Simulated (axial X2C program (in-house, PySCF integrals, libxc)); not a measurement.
Nuclear properties of ReP⁺

Computed with an in-house all-electron X2C program for linear molecules (integrals from PySCF): two-component X2C with atomic mean-field Coulomb and Gaunt terms, Gaussian nuclei, basis Re dyall-cv3z, P dyall-v3z with contracted cores.

R = 2.095 Å (near the PBE0 minimum at charge 1 of the determinant lowest at the starting distance; the state shown can have its own minimum elsewhere).

Determinant lowest in the PBE0 search, Ω = 3/2 (⟨Sz⟩ = 1.48, ⟨Lz⟩ = 0.02 at PBE0), spin on the atoms Re 1.97, P -0.49:

```csv
level,Eeff magnitude (GV/cm),Ws magnitude Re (kHz),A∥/gI Re (MHz),qzz Re (a.u.),A∥/gI P (MHz),qzz P (a.u.)
PBE0,6.72,4.43,3980,-1.82,50.8,-1.70
HF,14.1,9.46,3450,-1.93,42.7,-1.59
r2SCAN,11.2,7.58,4410,-1.78,33.7,-1.59
BP86,8.16,5.2,4150,-2.02,37.4,-1.59
PBE,8.14,5.29,4100,-2.08,41.4,-1.58
```

Determinant 1.25 eV from it at PBE0 and this distance, Ω = 1/2 (⟨Sz⟩ = 0.49, ⟨Lz⟩ = 0.01 at PBE0), spin on the atoms Re 0.64, P -0.15:

```
 level  Eeff magnitude (GV/cm)  Ws magnitude Re (kHz)  A∥/gI Re (MHz)  qzz Re (a.u.)  A∥/gI P (MHz)  qzz P (a.u.)
  PBE0                     3.4                   6.27           14400          -1.62           74.9         -1.81
    HF                    2.92                   5.31           13400          -1.61           98.4         -1.78
r2SCAN                   0.792                  0.998           15400          -1.86           56.4         -1.66
  BP86                    1.35                   2.93           14900          -2.02           72.3         -1.60
   PBE                   0.719                   1.81           14800          -2.02           73.6         -1.60
```

Eeff is the effective electric field on the electron electric dipole moment in this Ω state and Ws the scalar–pseudoscalar constant of the nucleus named (defined with the proton number Z and per Ω); A∥ (defined per Ω) follows by multiplying with gI = μI/(I μN); qzz is the electric field gradient, eQq0 = 234.96 MHz × Q/barn × qzz. The operators were transformed with the bare-nucleus X2C matrices; with these basis sets, hyperfine constants and field gradients can be off by tens of per cent, and where levels differ in sign neither size nor sign is settled.

With gI(187Re) = 1.2879, Q(187Re) = 2.07 barn, gI(31P) = 2.2632 (g factors from the IAEA table of nuclear moments by Stone; Q from Pyykkö, Mol. Phys. 2018), turn the PBE0 values of the first state into constants in MHz.

A∥(187Re) = 3980 × 1.2879 = 5130 MHz; eQq0(187Re) = 234.96 × (2.07) × (-1.82) = -885 MHz; A∥(31P) = 50.8 × 2.2632 = 115 MHz.

Each state is one determinant with collinear spin, which with several unpaired electrons need not be a pure state. Unrestricted Hartree–Fock can overshoot spin polarisation at the nuclei. In the state Ω = 1/2 the sign of Eeff differs between levels (HF, BP86, PBE against PBE0). This is the top spin component of a Σ state; components of lower Ω are not single determinants and can lie lower. With several open shells hyperfine constants can be off by a factor of several. Where Eeff spreads by more than a factor of two the levels disagree and none is to be relied on. In the state Ω = 3/2 the atomic spins oppose each other (1.97, -0.49): a broken-symmetry determinant whose values are not spin-projected. The search compared states at one distance, so a state with another bond length can lie lower. The sign of Ws at Re differs between levels in the second state. Further determinants of the search, some of them spin-mixed, are not shown. PBE0 term energies can be off by some tenths of an eV.
